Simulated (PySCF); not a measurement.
Isomers of C7H4ClFO, mass 157.993 u with the commonest isotopes. Theory: PySCF, PBE0-D3(BJ)/def2-TZVP geometry optimisation, gas phase. One conformer each, none proved a minimum here; rigid rotors.

Task: Order these by dipole moment, largest first.
A. `[O:1]=[C:2]([Cl:3])[c:4]1[cH:5][cH:6][cH:7][c:8]([F:9])[cH:10]1` with O1–C2–C4–C5 -1°
B. `[O:1]=[C:2]([F:3])[c:4]1[cH:5][cH:6][c:7]([Cl:8])[cH:9][cH:10]1` with O1–C2–C4–C5 180°
C. `[O:1]=[C:2]([Cl:3])[c:4]1[cH:5][cH:6][cH:7][cH:8][c:9]1[F:10]` with O1–C2–C4–C5 -27°

Result: C (4.09 D), A (3.00 D), B (2.55 D).

Task: Order these by rotational constant B, smallest first.
A. `[O:1]=[C:2]([F:3])[c:4]1[cH:5][cH:6][c:7]([Cl:8])[cH:9][cH:10]1` with O1–C2–C4–C5 180°
B. `[O:1]=[C:2]([Cl:3])[c:4]1[cH:5][cH:6][cH:7][c:8]([F:9])[cH:10]1` with O1–C2–C4–C5 -1°
C. `[O:1]=[C:2]([Cl:3])[c:4]1[cH:5][cH:6][cH:7][cH:8][c:9]1[F:10]` with O1–C2–C4–C5 -27°

Result: A (552.3 MHz), B (771.7 MHz), C (906.7 MHz).

Task: Order these by rotational constant C, largest first.
A. `[O:1]=[C:2]([Cl:3])[c:4]1[cH:5][cH:6][cH:7][cH:8][c:9]1[F:10]` with O1–C2–C4–C5 -27°
B. `[O:1]=[C:2]([F:3])[c:4]1[cH:5][cH:6][c:7]([Cl:8])[cH:9][cH:10]1` with O1–C2–C4–C5 180°
C. `[O:1]=[C:2]([Cl:3])[c:4]1[cH:5][cH:6][cH:7][c:8]([F:9])[cH:10]1` with O1–C2–C4–C5 -1°

Result: A (661.5 MHz), C (561.2 MHz), B (483.2 MHz).

```tsv
SMILES	point group	Ia (u·Å²)	Ib (u·Å²)	Ic (u·Å²)	κ	μa (D)	μb (D)	μc (D)
O=C(Cl)c1ccccc1F	C1	239.62	557.41	764.02	-0.66	4.02	0.40	0.65
O=C(F)c1ccc(Cl)cc1	Cs	130.79	915.01	1045.79	-0.96	2.45	0.70	0.01
O=C(Cl)c1cccc(F)c1	Cs	245.59	654.92	900.47	-0.72	2.88	0.83	0.03
```
